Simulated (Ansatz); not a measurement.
`CB(F)O[SiH3]` + HI → `[SiH3]I` + `CB(O)F` at 298.15 K and 1 bar (ligand exchange at the Si–O bond).

Calculated with Ansatz (gas phase, PBE0-D4/def2-TZVP geometries, no zero-point term in ΔE). CCSD(T)/CBS is the MP2 limit (def2-TZVPP, def2-QZVPP) plus CCSD(T) − MP2 in def2-TZVPP, frozen cores. Elements past krypton have def2 core potentials. For I outer-core shells are correlated without core-valence functions, which leaves a few kJ/mol of doubt a bond. One conformer a species, not always the lowest.

```
       species  CCSD(T)/CBS energy (Eh)  H − E (kJ/mol)  S (J/(mol·K))
`CB(F)O[SiH3]`               -530.66692           215.7          363.9
            HI               -298.03592            22.7          206.5
     `[SiH3]I`               -588.34840            78.4          271.1
      `CB(O)F`               -240.35473           169.4          294.8
```

H − E and S are ideal-gas, rigid-rotor, harmonic terms from PBE0-D4/def2-TZVP, for one conformer and one mirror image of each species. 1 Eh = 2625.50 kJ/mol, R = 8.31446 J/(mol·K).

Q: By hand: ΔE, ΔH, ΔS and ΔG.

A: ΔE = (-588.34840) + (-240.35473) − (-530.66692) − (-298.03592) = -0.00029 Eh = -0.8 kJ/mol. Δ(H − E) = 78.4 + 169.4 − 215.7 − 22.7 = 9.4, so ΔH = 8.6 kJ/mol. ΔS = 271.1 + 294.8 − 363.9 − 206.5 = -4.5 J/(mol·K). ΔG = 8.6 − 298.15 × (-4.5)/1000 = 9.9 kJ/mol.

Q: By hand: the equilibrium constant, and the temperature at which ΔG would vanish if ΔH and ΔS stayed fixed.

A: log₁₀ K = −ΔG/(RT ln 10) = -1.7. ΔH and −TΔS have one sign here, so there is no such temperature.

The number of gas molecules stays the same, so ΔS is small and ΔH decides. A doubt of 5 kJ/mol in ΔE shifts log₁₀ K by 0.9 here. Other conformers and mirror images would add mixing entropy, several J/(mol·K) or more a flexible species. Modes under 60 cm⁻¹, often nearly free rotors, make the harmonic entropy too high. These are equilibria of isolated gas molecules and say nothing of rates. Largest T1 diagnostic: 0.012 (customary marks: 0.02 for closed shells, 0.045 for open ones).

ΔS is within the doubt of such terms, so its sign, and with it that verdict, could turn.
